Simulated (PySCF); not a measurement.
F5HOW, multiplicity 1. Atoms are numbered in the order given.

```xyz
8

W      0.0000     0.0000     0.0140
F      0.0000     0.0000    -1.8440
F     -1.3152     1.3152    -0.0568
F      1.3152     1.3152    -0.0568
F     -1.3152    -1.3152    -0.0568
F      1.3152    -1.3152    -0.0568
O      0.0000     0.0000     1.8490
H      0.0000     0.0000     2.8118
```

Geometry optimised at B3LYP-D3(BJ)/def2-SVP. The spin state was assumed, not searched. The isomer is the one that the SMILES or the coordinates give; other isomers of the formula were not compared. The def2 effective core potentials stand for the cores of W; spin–orbit coupling is left out. The values are those of a single conformer.

Level of theory: TDDFT-PBE0/def2-SVPD in PySCF.

Vertical excitations; the highest root listed may be one member of a degenerate set. Gas-phase values at a fixed geometry. State labels are in the subgroup C2v.

```json
[
 {"state": "S1", "symmetry": "B2", "energy (eV)": "5.49", "λ (nm)": "226", "f": "0.000", "main pairs": "HOMO→LUMO (degenerate set)"},
 {"state": "S2", "symmetry": "B1", "energy (eV)": "5.49", "λ (nm)": "226", "f": "0.000", "main pairs": "HOMO−1→LUMO (degenerate set)"},
 {"state": "S3", "symmetry": "A2", "energy (eV)": "5.49", "λ (nm)": "226", "f": "0.000", "main pairs": "HOMO→LUMO+1 49 %, HOMO−1→LUMO+2 49 %"},
 {"state": "S4", "symmetry": "A1", "energy (eV)": "5.64", "λ (nm)": "220", "f": "0.000", "main pairs": "HOMO−1→LUMO+1 50 %, HOMO→LUMO+2 50 %"},
 {"state": "S5", "symmetry": "A2", "energy (eV)": "5.65", "λ (nm)": "220", "f": "0.000", "main pairs": "HOMO−1→LUMO+2 43 %, HOMO→LUMO+1 43 %, HOMO−2→LUMO 13 %"},
 {"state": "S6", "symmetry": "B2", "energy (eV)": "6.25", "λ (nm)": "198", "f": "0.000", "main pairs": "HOMO−2→LUMO+1 (degenerate set)"},
 {"state": "S7", "symmetry": "B1", "energy (eV)": "6.25", "λ (nm)": "198", "f": "0.000", "main pairs": "HOMO−2→LUMO+2 (degenerate set)"},
 {"state": "S8", "symmetry": "A2", "energy (eV)": "6.32", "λ (nm)": "196", "f": "0.000", "main pairs": "HOMO−3→LUMO+1 49 %, HOMO−4→LUMO+2 49 %"},
 {"state": "S9", "symmetry": "A2", "energy (eV)": "6.35", "λ (nm)": "195", "f": "0.000", "main pairs": "HOMO−4→LUMO+2, HOMO−3→LUMO+1, HOMO−2→LUMO (degenerate set)"},
 {"state": "S10", "symmetry": "B2", "energy (eV)": "6.35", "λ (nm)": "195", "f": "0.000", "main pairs": "HOMO−3→LUMO (degenerate set)"},
 {"state": "T1", "symmetry": "A1", "energy (eV)": "4.92", "λ (nm)": "252", "f": "0", "main pairs": "HOMO−1→LUMO+1 49 %, HOMO→LUMO+2 49 %"},
 {"state": "T2", "symmetry": "A2", "energy (eV)": "5.09", "λ (nm)": "243", "f": "0", "main pairs": "HOMO→LUMO+1 49 %, HOMO−1→LUMO+2 49 %"},
 {"state": "T3", "symmetry": "A1", "energy (eV)": "5.24", "λ (nm)": "237", "f": "0", "main pairs": "HOMO→LUMO+2 47 %, HOMO−1→LUMO+1 47 %"},
 {"state": "T4", "symmetry": "B2", "energy (eV)": "5.39", "λ (nm)": "230", "f": "0", "main pairs": "HOMO→LUMO 99 %"}
]
```
Triplets are in the Tamm–Dancoff approximation, which puts them higher than full response would, so one can lie above its singlet here.
